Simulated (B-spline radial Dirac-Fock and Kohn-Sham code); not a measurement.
**Auger decay of the 3p3/2 hole in Sb⁴⁺**

System: the Sb⁴⁺ ion, [Kr] 4d10 5s1, inside a Watson sphere of charge -4 and radius 2.2 Å (a model of the Madelung potential; inside it an electron's potential energy is raised by 26.2 eV).

The computed values come from a B-spline atomic structure program: independent-particle radiative and Coulomb Auger rates from relativistic LDA hole-state orbitals, with Dirac-Fock energies. Kinetic energies are configuration averages from the vacuum level; the two-hole energies are estimated from single-hole states.

| transition | kinetic energy (eV) | width (meV) | share (%) |
| --- | --- | --- | --- |
| M3-M4N1 | – | 171 | 3.4 |
| M3-M5N1 | – | 736 | 14.6 |
| M3-M4N2 | 62.46 | 105 | 2.1 |
| M3-M4N3 | 71.38 | 627 | 12.4 |
| M3-M5N2 | 71.51 | 707 | 14.0 |
| M3-M5N3 | 80.92 | 1410 | 28.0 |
| M3-M4N4 | 149.3 | 65.9 | 1.3 |
| M3-M4N5 | 150.1 | 44.1 | 0.9 |
| M3-M5N4 | 158.1 | 237 | 4.7 |
| M3-M5N5 | 159.8 | 420 | 8.3 |
| M3-M5O1 | 198.8 | 56.4 | 1.1 |
| M3-N1N3 | – | 48.3 | 1.0 |
| M3-N2N3 | 497.9 | 53.8 | 1.1 |
| M3-N3N3 | 506.3 | 79.6 | 1.6 |
| M3-N3N4 | 582.8 | 96.5 | 1.9 |
| M3-N3N5 | 585.2 | 132 | 2.6 |

A dash stands for an energy that rests on an unreliable hole state.

Coster-Kronig rates are the weakest part of this model and often come out 1.5 to 2.5 times too large. The listed channels hold 99 % of the non-radiative rate. Summed by principal shells, of 5.04 eV in all: MMN 89.7 %, MNN 8.8 %, MMO 1.3 %.
